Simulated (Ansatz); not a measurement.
Relaxation of BH7N2O (11 atoms, charge 0, multiplicity 1), to a largest force component of 0.03 eV/Å in at most 50 steps.

Computed with RKS r2SCAN-D4/def2-SVP in Ansatz 0.2.0.

```xyz
11
Properties=species:S:1:pos:R:3
B -0.058 0.585 -0.333
H -0.265 -0.239 1.915
O 1.169 -0.038 -0.393
H 1.134 -0.896 -0.827
N -1.259 -0.013 -0.800
H -1.315 -0.948 -1.179
H -2.143 0.477 -0.821
N -0.054 1.976 0.193
H -0.897 2.442 0.501
H 0.788 2.332 0.627
H -0.248 0.477 1.885
```

**Question.** Where does it end, and by what steps?

**Answer.** The run converged. The force dipped under the threshold on the way, but the program's further checks kept it going. After 15 steps the energy has fallen by 0.313 eV; H2 moved furthest, 1.48 Å.

```tsv
step	energy less start (eV)	largest force component (eV/Å)	accepted
0	0.0000	1.907	yes
1	-0.1838	0.761	yes
2	-0.2422	0.371	yes
3	-0.2683	0.176	yes
4	-0.2857	0.092	yes
5	-0.2969	0.148	yes
6	-0.2779	1.017	no
7	-0.3026	0.054	yes
8	-0.3062	0.023	yes
9	-0.3085	0.165	yes
10	-0.3088	0.165	yes
11	-0.3113	0.058	yes
12	-0.3122	0.050	yes
13	-0.3128	0.072	yes
14	-0.3131	0.047	yes
15	-0.3133	0.012	yes
```

```xyz
11
Properties=species:S:1:pos:R:3
B -0.003 0.569 -0.593
H -0.585 0.223 3.289
O 1.235 0.070 -0.959
H 1.175 -0.694 -1.540
N -1.222 0.010 -1.081
H -1.265 -0.838 -1.629
H -2.130 0.310 -0.752
N 0.003 1.675 0.306
H -0.819 2.204 0.558
H 0.873 2.119 0.565
H -0.411 0.509 2.604
```

Whether the end is a true minimum wasn't checked by a vibrational analysis.

Time of the run: 35 s on 2 threads of Arm Neoverse V2, on a shared host, peak memory 0.14 GiB.
